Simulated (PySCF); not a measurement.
PySCF input (B3PW91/6-31G* (5d)):

```python
from pyscf import gto, dft

mol = gto.M(
    atom='''
    N     1.37973600   -0.97654500   -0.69456900
    Si    1.21244200    0.20317800    0.59596900
    Si   -1.14313800    0.49721100    0.53547900
    N    -1.39709600   -0.24174900   -1.20644700
    H     2.09182500   -0.77988300   -1.38842900
    H     1.47039400   -1.94818100   -0.41965000
    H     1.64719200   -0.27230900    1.92149300
    H     1.86459500    1.45829000    0.18110600
    H    -1.97066200   -0.40014800    1.36214100
    H    -1.73756900    1.83983400    0.41885900
    H    -0.49633400   -0.72742500   -1.41760200
    H    -2.16319400   -0.91194100   -1.26559900
    H    -1.55498400    0.46438400   -1.92547900
    ''',
    basis='6-31g*',
    charge=1,
    spin=0,
    verbose=4,
)

mf = dft.RKS(mol, xc='b3pw91')
mf.grids.level = 3
mf.conv_tol = 1e-9
mf.max_cycle = 100
mf.max_memory = 1500
mf.kernel()
if not mf.converged:
    mf = mf.newton()
    mf.kernel(mf.make_rdm1())
mf.dip_moment()
```

Output:

```
PySCF version 2.14.0

[INPUT] verbose = 4
[INPUT] num. atoms = 13
[INPUT] num. electrons = 50
[INPUT] charge = 1
[INPUT] spin (= nelec alpha-beta = 2S) = 0
[INPUT] symmetry False subgroup None
[INPUT] Mole.unit = angstrom
[INPUT] Symbol           X                Y                Z      unit          X                Y                Z       unit  Magmom
[INPUT]  1 N      1.379736000000  -0.976545000000  -0.694569000000 AA    2.607323164203  -1.845402598313  -1.312545184613 Bohr   0.0
[INPUT]  2 Si     1.212442000000   0.203178000000   0.595969000000 AA    2.291183321920   0.383950774537   1.126218188731 Bohr   0.0
[INPUT]  3 Si    -1.143138000000   0.497211000000   0.535479000000 AA   -2.160217742583   0.939592616121   1.011908655456 Bohr   0.0
[INPUT]  4 N     -1.397096000000  -0.241749000000  -1.206447000000 AA   -2.640128809725  -0.456839400887  -2.279854413803 Bohr   0.0
[INPUT]  5 H      2.091825000000  -0.779883000000  -1.388429000000 AA    3.952976350518  -1.473765279204  -2.623750553404 Bohr   0.0
[INPUT]  6 H      1.470394000000  -1.948181000000  -0.419650000000 AA    2.778641955204  -3.681528531081  -0.793023568174 Bohr   0.0
[INPUT]  7 H      1.647192000000  -0.272309000000   1.921493000000 AA    3.112741754575  -0.514589431254   3.631095520269 Bohr   0.0
[INPUT]  8 H      1.864595000000   1.458290000000   0.181106000000 AA    3.523573883233   2.755768710192   0.342240739515 Bohr   0.0
[INPUT]  9 H     -1.970662000000  -0.400148000000   1.362141000000 AA   -3.724011464088  -0.756170129292   2.574073433041 Bohr   0.0
[INPUT] 10 H     -1.737569000000   1.839834000000   0.418859000000 AA   -3.283529532534   3.476782374663   0.791528794809 Bohr   0.0
[INPUT] 11 H     -0.496334000000  -0.727425000000  -1.417602000000 AA   -0.937935326310  -1.374634026162  -2.678879533636 Bohr   0.0
[INPUT] 12 H     -2.163194000000  -0.911941000000  -1.265599000000 AA   -4.087844214302  -1.723318731762  -2.391635493523 Bohr   0.0
[INPUT] 13 H     -1.554984000000   0.464384000000  -1.925479000000 AA   -2.938493888081   0.877558576630  -3.638627968601 Bohr   0.0

nuclear repulsion = 235.902481731773
number of shells = 46
number of NR pGTOs = 192
number of NR cGTOs = 82
basis = 6-31g*
ecp = {}

******** <class 'pyscf.dft.rks.RKS'> ********
method = RKS
initial guess = minao
damping factor = 0
level_shift factor = 0
DIIS = <class 'pyscf.scf.diis.CDIIS'>
diis_start_cycle = 1
diis_space = 8
diis_damp = 0
SCF conv_tol = 1e-09
SCF conv_tol_grad = None
SCF max_cycles = 100
direct_scf = True
direct_scf_tol = 1e-13
XC library pyscf.dft.libxc version 7.1.2
    S. Lehtola, C. Steigemann, M. J. T. Oliveira, and M. A. L. Marques,  SoftwareX 7, 1–5 (2018)
XC functionals = b3pw91
    A. D. Becke,  J. Chem. Phys. 98, 5648 (1993)
radial grids:
    Treutler-Ahlrichs [JCP 102, 346 (1995); DOI:10.1063/1.469408] (M4) radial grids

becke partition: Becke, JCP 88, 2547 (1988); DOI:10.1063/1.454033
pruning grids: <function nwchem_prune>
grids dens level: 3
symmetrized grids: False
atomic radii adjust function: <function treutler_atomic_radii_adjust>
small_rho_cutoff = 0
Set gradient conv threshold to 3.16228e-05
Initial guess from minao.
tot grids = 154440
init E= -693.787359121401
  HOMO = -0.289820933496487  LUMO = -0.0682813395868371  gap/eV = 6.02840
cycle= 1 E= -693.529547813251  delta_E= 0.258  |g|= 0.391  |ddm|= 2.93
  HOMO = -0.374889183911927  LUMO = -0.200324206466645  gap/eV = 4.75015
cycle= 2 E= -693.502246230092  delta_E= 0.0273  |g|= 0.528  |ddm|= 0.853
  HOMO = -0.441332056685468  LUMO = -0.196587485406377  gap/eV = 6.65984
cycle= 3 E= -693.565797835032  delta_E= -0.0636  |g|= 0.0579  |ddm|= 0.525
  HOMO = -0.432288085700137  LUMO = -0.192715919121472  gap/eV = 6.51909
cycle= 4 E= -693.566678515237  delta_E= -0.000881  |g|= 0.0152  |ddm|= 0.0781
  HOMO = -0.433211721415252  LUMO = -0.193175151092839  gap/eV = 6.53173
cycle= 5 E= -693.566734541798  delta_E= -5.6e-05  |g|= 0.00486  |ddm|= 0.0162
  HOMO = -0.433298086879342  LUMO = -0.193251337947697  gap/eV = 6.53200
cycle= 6 E= -693.566740022869  delta_E= -5.48e-06  |g|= 0.00138  |ddm|= 0.00536
  HOMO = -0.43317777417219  LUMO = -0.193079141683629  gap/eV = 6.53342
cycle= 7 E= -693.566740523636  delta_E= -5.01e-07  |g|= 0.000141  |ddm|= 0.00158
  HOMO = -0.433195825388376  LUMO = -0.193105145537586  gap/eV = 6.53320
cycle= 8 E= -693.566740529245  delta_E= -5.61e-09  |g|= 2.22e-05  |ddm|= 0.000202
  HOMO = -0.433195225649926  LUMO = -0.193104410399576  gap/eV = 6.53320
cycle= 9 E= -693.566740529419  delta_E= -1.74e-10  |g|= 5.86e-06  |ddm|= 4.38e-05
  HOMO = -0.433196112145746  LUMO = -0.1931047090492  gap/eV = 6.53322
Extra cycle  E= -693.566740529423  delta_E= -3.41e-12  |g|= 4.88e-06  |ddm|= 1.73e-05
converged SCF energy = -693.566740529423

WARN: System has nonzero charge 1; the dipole moment is origin-dependent.
Location of origin: [0. 0. 0.]

Dipole moment(X, Y, Z, Debye): -2.18152, -1.22670, -3.09180
```

The dipole moment of an ion depends on the origin.

The geometry given is a B3LYP-D3(BJ)/def2-TZVP minimum.
